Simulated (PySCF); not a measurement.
# How methods differ on the ionisation energy of S⁺

S⁺ [Ne] 3s2 3p3 (4S) → S²⁺ [Ne] 3s2 3p2 (3P), as a difference of total energies. Calculation: PySCF 2.14, in dyall-av3z (19s12p3d2f, 84 functions); scalar relativity by spin-free X2C-1e. Correlated levels: valence: [Ne] frozen; virtual orbitals above 40 to 60 times the deepest correlated orbital energy dropped. The calculations carry no spin-orbit coupling.

```tsv
method	ionisation energy (eV)	plus first-order spin-orbit estimate	error of that sum (eV)
UHF	22.718	22.656	-0.682
MP2 (valence)	23.338	23.276	-0.062
SCS-MP2 (valence)	23.150	23.087	-0.251
CCSD (valence)	23.270	23.208	-0.130
CCSD(T) (valence)	23.308	23.246	-0.092
```

Reference: 23.338 eV (measured; NIST Atomic Spectra Database, ionization energies).

A first-order spin-orbit estimate (lowest level to lowest level, LS coupling) adds -0.062 eV.

Errors of the correlated levels include the incompleteness of this basis and the frozen core.
